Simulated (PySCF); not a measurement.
[Tb(NH3)3]3+ relaxed at several levels

Computed with PySCF 2.14.0, def2-SVP on the ligands, density fitting, scalar-relativistic core potentials, no spin-orbit coupling, vacuum. Each row is relaxed at its own level from the same template. Distances are means of the shortest metal–ligand contacts, charges and spins Mulliken's; removal energies are rigid, with the ligand's formal charge and no counterpoise, so too large; for an anion taken off a cation in vacuum most of it is the attraction of opposite charges, and multiply charged cations can part far more cheaply with an electron moved from ligand to metal. lcecp potentials hold a fixed number of 4f electrons in the core, out of states, spins and gaps.

```tsv
level	basis on the metal	point group	M–NH3 (Å)	charge on M (e)	removal of one NH3 (eV)	unstable modes (below −25 cm⁻¹)
PBE	lcecp-1-SVP with ECP54	C3	2.417	1.70	4.11	3 (soft)
```

Task: What does the calculation give for PBE0, lcecp-1-SVP with ECP54?

Result: point group: C3, M–NH3 (Å): 2.409, charge on M (e): 1.83, removal of one NH3 (eV): 4.05, unstable modes (below −25 cm⁻¹): 3 (soft).
```xyz
13

Tb    0.0000    0.0000   -0.7310
N     2.2833   -0.0009    0.0381
H     2.4964   -0.6116    0.8485
H     2.9817   -0.3081   -0.6656
H     2.6573    0.9175    0.3403
N    -1.1409    1.9779    0.0381
H    -0.7186    2.4678    0.8485
H    -1.2240    2.7363   -0.6656
H    -2.1233    1.8425    0.3403
N    -1.1424   -1.9770    0.0381
H    -1.7779   -1.8562    0.8485
H    -1.7577   -2.4282   -0.6656
H    -0.5340   -2.7600    0.3403
```

Members with unstable modes aren't minima as they stand: saddle points kept by symmetry or, where the modes are soft, flat surfaces and noise. Moved off a saddle point of the template and relaxed again: PBE, PBE0. One start shape was tried for each, so a minimum needn't be the lowest isomer.
